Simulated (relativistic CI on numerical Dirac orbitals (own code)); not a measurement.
Slater and spin-orbit integrals, Tl V

Method of calculation: Dirac-Coulomb-Breit CI, orbitals from a KLI potential per configuration, model QED (radiative potential, 1s self-energy scaled to tabulated hydrogen-like ionisation energies), valence Slater integrals scaled by 0.85, P86 correlation energy added to each configuration (own radial code, finite nucleus).

Slater integrals F^k, G^k are unscaled and averaged over j, outside the closed core [Kr] 4d10 4f14 5s2; ζ comes from projecting the Hamiltonian with its Breit term on Σ l·s of the shell.

- 5p6 5d9: ζ(5d) = 7225 cm⁻¹; <r>(5d) = 1.297, <r^2>(5d) = 1.928 (bohr units).
- 5p6 5d8 6s: F^2(5d,5d) = 81592, F^4(5d,5d) = 54734, ζ(5d) = 7540.6, G^2(5d,6s) = 24540 cm⁻¹; <r>(5d) = 1.281, <r^2>(5d) = 1.88, <r>(6s) = 2.044, <r^2>(6s) = 4.657 (bohr units).
- 5p6 5d8 5f: F^2(5d,5d) = 82279, F^4(5d,5d) = 55260, ζ(5d) = 7654, F^2(5d,5f) = 30331, F^4(5d,5f) = 16683, G^1(5d,5f) = 27777, G^3(5d,5f) = 16664, G^5(5d,5f) = 11677, ζ(5f) = -92.442 cm⁻¹; <r>(5d) = 1.272, <r^2>(5d) = 1.852, <r>(5f) = 2.858, <r^2>(5f) = 9.506 (bohr units).

Q: Give the Racah parameters of the d shell in 5p6 5d8 6s.

A: B = F²/49 − 5F⁴/441 = 1045 cm⁻¹ and C = 35F⁴/441 = 4344 cm⁻¹; values fitted to spectra at such low charge are typically 15 to 30 % smaller.

In this model ζ of a weakly bound d, f or g electron outside closed shells comes out too small, for d by up to a factor of two or three and at times with the wrong sign; that of an outer p electron is too small as well.

Averages of the first 10 configurations, taken without configuration mixing, which lowers the lowest level and can move excited configurations by several eV; other configurations of the list can lie among them:

```csv
Configuration,Parity,States,Average energy above the lowest level (eV)
5p6 5d9,even,10,1.0
5p6 5d8 6s,even,90,15.7
5p6 5d8 5f,odd,630,44.3
5p6 5d8 6p,odd,270,27.7
5p6 5d8 5g,even,810,54.7
5p6 5d8 7s,even,90,42.1
5p6 5d8 6d,even,450,41.1
5p5 5d10,odd,6,71.7
5p6 5d7 6s 6p,odd,1440,44.0
5p6 5d8 7p,odd,270,46.4
```
